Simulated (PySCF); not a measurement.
## Polarisability and C₆ of Kr (krypton, neutral)

[Kr], closed-shell 1S. Calculation: PySCF 2.14, in aug-cc-pVQZ-DK (8s7p5d3f2g, 93 functions); the spin-free X2C one-electron Hamiltonian (Gaussian nucleus). Coupled (time-dependent) response in atomic units; α is the mean over directions.

```tsv
method	mean α (bohr³)	C₆ (like pair)	S(−4)
UHF	16.35	125.4	50.87
PBE	17.92	139.7	67.85
PBE0	17.21	133.1	59.79
wB97X	17.38	134.9	61.00
```

S(−4) is the Cauchy moment in α(ω) = α(0) + S(−4) ω² + …

Reference α: 16.78 ± 0.02 bohr³ (recommended; Schwerdtfeger and Nagle, table of static dipole polarizabilities (2023 update)). Published C₆: 130.0 (Chu and Dalgarno (2004); Tang, Norbeck and Certain (1976)).

α(iu) at UHF:

| u (hartree) | α(iu) (bohr³) |
| --- | --- |
| 0 | 16.35 |
| 0.0500 | 16.23 |
| 0.100 | 15.87 |
| 0.200 | 14.60 |
| 0.300 | 12.96 |
| 0.500 | 9.740 |
| 0.750 | 6.755 |
| 1.00 | 4.825 |
| 1.50 | 2.741 |
| 2.00 | 1.751 |
| 3.00 | 0.9013 |
| 5.00 | 0.3839 |
